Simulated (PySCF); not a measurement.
# Zr (zirconium, neutral) across methods

[Kr] 4d2 5s1 5p1, one real determinant (an excited configuration). Calculation: PySCF 2.14, in x2c-TZVPPall; the spin-free X2C one-electron Hamiltonian (Gaussian nucleus).

| method | E (hartree) | mean ε 4d α (eV) | mean ε 5s α (eV) | mean ε 5p α (eV) | Σ⟨r²⟩ (bohr²) | ⟨S²⟩ |
| --- | --- | --- | --- | --- | --- | --- |
| BHandHLYP | -3598.16 | -7.675 | -6.805 | -3.318 | 75.03 | 6.002 |
| r2SCAN | -3598.16 | -5.800 | -5.733 | -2.479 | 74.51 | 6.002 |
| BLYP | -3598.27 | -5.198 | -5.376 | -2.152 | 75.15 | 6.001 |
| PBE0 | -3597.85 | -6.659 | -6.294 | -2.985 | 74.34 | 6.001 |
| LDA | -3593.70 | -5.389 | -5.774 | -2.450 | 74.48 | 6.000 |
| PBE | -3597.77 | -5.433 | -5.589 | -2.402 | 74.47 | 6.001 |
| UHF | -3596.15380 | -9.865 | -8.138 | -4.550 | 76.27 | 6.005 |

Question: Estimate the same row for CAM-B3LYP.

Answer: E (hartree) = -3598.36; mean ε 4d α (eV) = -7.801; mean ε 5s α (eV) = -7.308; mean ε 5p α (eV) = -3.731; Σ⟨r²⟩ (bohr²) = 74.43; ⟨S²⟩ = 6.001.

⟨L²⟩ = 13.97 against 20 for a pure G term, so this real determinant mixes terms.
